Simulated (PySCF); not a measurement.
These 2 structures share the formula C6H6N2S. Method: PBE0-D3(BJ)/def2-SVP geometry optimisation, gas phase (PySCF). One conformer each; no zero-point energy, no entropy. No frequencies were run at this level. Point groups hold within 0.08 Å.

Question: Rank from lowest to highest electronic energy at this level (kcal/mol).
A. `Nc1csc2cc[nH]c12`
B. `[NH2:1][C:2](=[S:3])[c:4]1[cH:5][cH:6][n:7][cH:8][cH:9]1` with H–N1–C2–S3 -2° and -169°, N1–C2–C4–C5 -151°

Answer: B (0.0), A (7.3).

As drawn, the lower has a C=S bond, which the higher lacks.

```
          SMILES      E (Eh)  E rel (kcal/mol)  dipole (D)  point group       A, B, C (MHz)
  NC(=S)c1ccncc1  -739.05546               0.0        3.87           C1  3191, 931.8, 745.8
Nc1csc2cc[nH]c12  -739.04384               7.3        3.50            –   2096, 1615, 913.8
```

Question: As an exercise, what shares would exp(−E/RT) give at 2000 K from these electronic energies alone (no entropy, no degeneracies)?

Answer: RT = 3.974 kcal/mol: NC(=S)c1ccncc1 86.2 %, Nc1csc2cc[nH]c12 13.8 %.
